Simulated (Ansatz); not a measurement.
Relaxation of C2H11NSSi (16 atoms, charge 0, multiplicity 1), to a largest force component of 0.03 eV/Å in at most 50 steps.

These are results of Ansatz 0.2.0, RKS PBE/6-31G, not measurements.

```xyz
16
Properties=species:S:1:pos:R:3
Si -1.463 1.715 -0.405
N 0.672 -0.475 0.272
C 0.328 -1.019 1.579
C 0.699 -1.427 -0.832
H -2.096 1.982 -1.759
H -2.177 2.552 0.632
H -1.621 0.254 -0.096
H 1.408 0.233 0.271
S 0.523 2.642 -0.441
H 0.394 -0.217 2.334
H -0.716 -1.390 1.569
H 0.977 -1.860 1.921
H -0.323 -1.828 -0.995
H 1.005 -0.912 -1.759
H 1.381 -2.299 -0.689
H 1.010 2.050 -1.600
```

Q: Where does it end, and by what steps?

A: The run converged. The force dipped under the threshold on the way, but the program's further checks kept it going. Limits of this set-up: no polarisation functions. After 42 steps the energy has fallen by 0.768 eV; H16 moved furthest, 2.10 Å.

```csv
step,energy less start (eV),largest force component (eV/Å),accepted
0,0.0000,1.131,yes
2,-0.1770,0.301,yes
4,-0.1938,0.756,yes
6,-0.2165,0.125,yes
8,-0.2200,0.199,no
10,-0.2291,0.069,yes
12,-0.2372,0.198,yes
14,-0.2496,0.401,yes
16,-0.3115,0.194,yes
18,-0.4242,0.173,yes
20,-0.5540,0.980,yes
22,-0.6698,0.503,yes
24,-0.7400,0.207,yes
26,-0.7477,0.202,no
28,-0.7525,0.024,yes
30,-0.7551,0.065,yes
32,-0.7592,0.076,yes
34,-0.7624,0.051,yes
36,-0.7644,0.063,yes
38,-0.7669,0.054,yes
40,-0.7677,0.061,yes
42,-0.7684,0.027,yes
```

```xyz
16
Properties=species:S:1:pos:R:3
Si -1.785 2.052 -0.442
N 1.173 -0.541 0.187
C 0.502 -0.969 1.448
C 0.779 -1.314 -1.026
H -2.236 1.132 -1.576
H -2.461 3.389 -0.664
H -2.403 1.446 0.818
H 2.197 -0.531 0.301
S 0.409 2.299 -0.303
H 0.846 -0.322 2.268
H -0.583 -0.828 1.327
H 0.712 -2.026 1.684
H -0.300 -1.171 -1.190
H 1.318 -0.907 -1.894
H 0.996 -2.390 -0.914
H 0.837 0.680 -0.023
```

Whether the end is a true minimum wasn't checked by a vibrational analysis.

The run took 100 s on 2 threads of Arm Neoverse V2, on a shared host, peak memory 0.18 GiB.
